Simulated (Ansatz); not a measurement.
ClTl (SMILES [Cl][Tl]), singlet, at a GFN2-xTB geometry (such geometries of metal compounds can be far from the true shape) (core potentials on Tl); PBE0/def2-TZVP (Ansatz, an electronic-structure program).

Ansatz was given this input:
Ansatz 0.2 input:
```yaml
crystal:
  periodic: [false, false, false]
  atoms:
    - {symbol: Tl, position_ang: [-0.00000000, -0.00000000, -0.44980442]}
    - {symbol: Cl, position_ang: [0.00000000, 0.00000000, 2.14318575]}
basis:
  gaussian:
    orbitals: def2-TZVP
hamiltonian:
  xc: pbe0
```

Output, abridged:

```
Functional definition: PBE0
727 factors; their error is unknown
mean field evaluation 1: about -17213.8124 eV, gradient 2.2e1 eV
mean field evaluation 2: about -17207.9366 eV, gradient 5.1e1 eV
mean field evaluation 4: about -17215.3603 eV, gradient 1.5e0 eV
mean field evaluation 8: about -17215.3662 eV, gradient 2.5e-2 eV
mean field -17215.45681553 eV, -632.6563689149 hartree, gradient 4.6e-5 eV, S^2 0.000000; 0 other end points of the search recorded, 0 dependent functions left out
reference -17215.45684581 eV, -632.6563700277 hartree; 19, 19 occupied and 68, 68 virtual orbitals, 727 factors
Total energy: -17215.45684581 eV, -632.6563700277 hartree
```
